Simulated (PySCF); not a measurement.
Si(CF3)2(Cl)(F), SMILES FC(F)(F)[Si](F)(C(F)(F)F)Cl at its PBE0/def2-SVP optimised geometry (Å):

```
11

F     -1.0046    -2.9137     1.6033
C     -1.3967    -1.6366     1.5768
F     -2.7325    -1.6169     1.5974
F     -0.9583    -1.0470     2.6898
Si    -0.7322    -0.7536     0.0000
F     -1.2936     0.7536     0.0000
Cl     1.2936    -0.7536     0.0000
C     -1.3970    -1.6271    -1.5810
F     -1.0516    -2.9180    -1.5881
F     -0.9144    -1.0639    -2.6896
F     -2.7303    -1.5585    -1.6290
```

Calculation: PBE0/def2-TZVP (PySCF). Cells within 0.4 Å of a nucleus heavier than hydrogen are left out (blank, or x).

Map of the electron localisation function on the plane z = 1.2 Å:

```
|0000000000000000000000000000000|
|0000000000000000000000000000000|
|0000000000000000000000000000000|
|0000000000000000000000000000000|
|0000000000000000000000000000000|
|0000000000000000000000000000000|
|0000000000000000000000000000000|
|0000000000000000000000000000000|
|0000000011111000000000000000000|
|0000001122221000000000000000000|
|0000001223322100000000000000000|
|0000001233332100000011110000000|
|0000001223321000001233321000000|
|0000000112111000002344442100000|
|0000000000000000013566654210000|
|0000000000000000124677765320000|
|0110000001111000135778776421000|
|2333100024443211246788876531000|
|3566421157886411146788877531000|
|5788742379998621135788876531000|
|6889863479999731125678876531000|
|6899875567999730014677775421000|
|689987653x687520002466664310000|
|6899876422564200001245543210000|
|6788864234543100000123332100000|
|4677641135665421000001111000000|
|3555310157888753000000000000000|
|1232000378889875200000000000000|
|0100001589999875200000000000000|
|0000002588998875200000000000000|
|0000002578887653100000000000000|
```
Scale: ten equal steps from 0.000 (start of '0') to 0.962 (end of '9'), in the order '0123456789'; x runs from -3.50 to 3.50, y from -3.50 (bottom) to 3.50 (top).
